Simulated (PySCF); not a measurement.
C₂H₆F₂OSi, SMILES F[SiH](OCC)F.

Geometry optimised at ωB97X-D3(BJ)/def2-SVP. This is a generated structure with no PubChem entry under its InChIKey; it may be hypothetical. Other conformers were not sampled.

The numbers are results of PySCF with ωB97X-D3(BJ)/def2-SVP, not measurements.

Frequencies are harmonic and unscaled.

```csv
mode,ν (cm⁻¹),IR (km/mol),Raman (Å⁴/amu),depolarisation,moving atoms (share of kinetic energy)
1,16,0.0,0.1,0.75,"C 32 %, F 26 %, H 24 %, O 17 %"
2,53,2.7,0.1,0.75,"H 36 %, F 34 %, C 23 %"
3,115,5.9,0.1,0.53,"F 30 %, C 29 %, O 25 %, H 15 %"
4,253,0.5,0.1,0.75,"H 82 %, F 8 %"
5,287,13.1,0.7,0.58,"F 56 %, C 21 %, H 11 %, O 11 %"
6,329,17.1,0.8,0.75,"O 48 %, F 29 %, H 13 %, Si 9 %"
7,359,14.1,1.1,0.51,"F 37 %, C 25 %, Si 18 %, H 18 %"
8,476,58.7,1.1,0.55,"Si 46 %, O 22 %, F 15 %, C 9 %"
9,761,1.8,12.7,0.29,"H 32 %, O 24 %, C 23 %, Si 12 %, F 9 %"
10,818,0.9,0.1,0.75,H 92 %
11,839,20.3,8.9,0.73,"H 80 %, F 18 %"
12,842,52.3,7.3,0.56,"H 59 %, F 33 %"
13,926,177.9,0.7,0.72,"H 38 %, Si 27 %, F 21 %, C 9 %"
14,973,237.5,0.6,0.75,"Si 49 %, F 41 %, H 10 %"
15,1019,121.3,2.3,0.75,"C 31 %, H 31 %, O 18 %, Si 17 %"
16,1131,15.2,5.5,0.18,"C 52 %, H 45 %"
17,1181,5.8,0.7,0.75,"H 61 %, C 36 %"
18,1190,404.2,2.4,0.74,"O 55 %, C 31 %"
19,1316,0.3,8.6,0.75,H 92 %
20,1391,1.5,0.4,0.65,"H 80 %, C 19 %"
21,1442,36.3,5.9,0.62,"H 71 %, C 29 %"
22,1464,7.0,16.6,0.75,H 97 %
23,1487,2.5,17.6,0.74,H 92 %
24,1514,1.5,5.4,0.75,"H 92 %, C 8 %"
25,2399,96.0,101.1,0.18,H 97 %
26,3059,33.7,67.3,0.12,H 95 %
27,3075,10.6,153.2,0.01,H 97 %
28,3114,21.9,76.8,0.75,"H 90 %, C 10 %"
29,3175,15.7,74.3,0.74,"H 90 %, C 10 %"
30,3178,18.0,45.5,0.75,"H 90 %, C 10 %"
```
